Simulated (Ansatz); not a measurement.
`[CH3][SnH2][SiH3]` + Cl• → `[CH3][SnH][SiH3]`• + HCl at 400 K and 1 bar (hydrogen abstraction from the Sn–H bond).

Calculated with Ansatz (gas phase, PBE0-D4/def2-TZVP geometries, no zero-point term in ΔE). CCSD(T)/CBS adds triple-zeta CCSD(T) − MP2 to the extrapolated MP2 energy (def2 sets, frozen cores). This one scheme is used for every species, atoms too. Open shells (•) are unrestricted, without spin–orbit coupling. Spin–orbit coupling would lower the free atoms: a little for Cl. Elements past krypton have def2 core potentials. Bonds to Sn are less sure, by a few kJ/mol each and by 10 to 20 or more in all where they break to atoms, as the def2 sets lack core-valence functions.

| species | CCSD(T)/CBS energy (Eh) | H − E (kJ/mol) | S (J/(mol·K)) |
| --- | --- | --- | --- |
| `[CH3][SnH2][SiH3]` | -545.95552 | 229.2 | 397.7 |
| Cl• | -459.70966 | 8.3 | 174.4 |
| `[CH3][SnH][SiH3]`• | -545.32818 | 207.3 | 398.8 |
| HCl | -460.38127 | 29.6 | 195.4 |

H − E and S are ideal-gas, rigid-rotor, harmonic terms from PBE0-D4/def2-TZVP, for one conformer and one mirror image of each species, with the whole ground term of open shells counted as degenerate. 1 Eh = 2625.50 kJ/mol, R = 8.31446 J/(mol·K).

Q: By hand: ΔE, ΔH, ΔS and ΔG.

A: ΔE = (-545.32818) + (-460.38127) − (-545.95552) − (-459.70966) = -0.04427 Eh = -116.2 kJ/mol. Δ(H − E) = 207.3 + 29.6 − 229.2 − 8.3 = -0.6, so ΔH = -116.8 kJ/mol. ΔS = 398.8 + 195.4 − 397.7 − 174.4 = 22.1 J/(mol·K). ΔG = -116.8 − 400 × (22.1)/1000 = -125.6 kJ/mol.

Q: By hand: the equilibrium constant, and the temperature at which ΔG would vanish if ΔH and ΔS stayed fixed.

A: log₁₀ K = −ΔG/(RT ln 10) = 16.4. ΔH and −TΔS have one sign here, so there is no such temperature.

ΔH outweighs TΔS. A doubt of 5 kJ/mol in ΔE shifts log₁₀ K by 0.7 here. Other conformers and mirror images would add mixing entropy, several J/(mol·K) or more a flexible species. These are equilibria of isolated gas molecules and say nothing of rates. Largest T1 diagnostic: 0.014 (customary marks: 0.02 for closed shells, 0.045 for open ones).
